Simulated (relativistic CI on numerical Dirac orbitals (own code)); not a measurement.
**Cd³⁺ (4d9) in a crystal field**

Calculated by Dirac-Coulomb-Breit CI, separate exchange-only KLI orbitals for each configuration, model QED (radiative potential, 1s self-energy scaled to tabulated hydrogen-like ionisation energies), valence Slater integrals scaled by 0.7, one configuration in a parametric crystal field (own radial code).

Field parameters in Wybourne normalisation: D3d B²₀ = −7Dσ, B⁴₀ = −14Dq − 21Dτ, B⁴₃ = −14√(10/7) Dq. The field is a parameter set, without covalency.

S is read from ⟨S²⟩ = S(S + 1).

Levels (cm⁻¹, degeneracy): 0 (2), 206 (2), 16010 (2), 19862 (2), 20847 (2).

(1) Which field gives this pattern?
A. D3d, 10Dq = 19350, Dσ = -760, Dτ = -310 cm⁻¹
B. D3d, 10Dq = 19350, Dσ = -330, Dτ = -310 cm⁻¹
C. D3d, 10Dq = 19350, Dσ = -110, Dτ = -310 cm⁻¹
D. D3d, 10Dq = 19350, Dσ = 760, Dτ = -310 cm⁻¹

## Answers

(1) C. D3d, 10Dq = 19350, Dσ = -110, Dτ = -310 cm⁻¹, ground level with S = 0.50.
